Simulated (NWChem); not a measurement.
Two isomers of C₄H₄OS, each optimised at PBE0/def2-SVP with NWChem. Flexible species stand in one conformer each, which need not be the lowest. 

A: c1scc(c1)O
B: C=C=CSC=O

**Question.** Which is lower in energy, by how much, and how do their other properties compare?

**Answer.** A is lower by 40.7 kcal/mol in electronic energy; with zero-point energies, B − A = 37.7 kcal/mol.
```tsv
	A	B
highest occupied level (eV)	-6.20	-7.24
orbital gap (eV)	6.00	6.47
dipole (D)	1.91	3.49
highest harmonic frequency (cm⁻¹)	3905	3244
zero-point energy (kcal/mol)	44.9	42.0
```
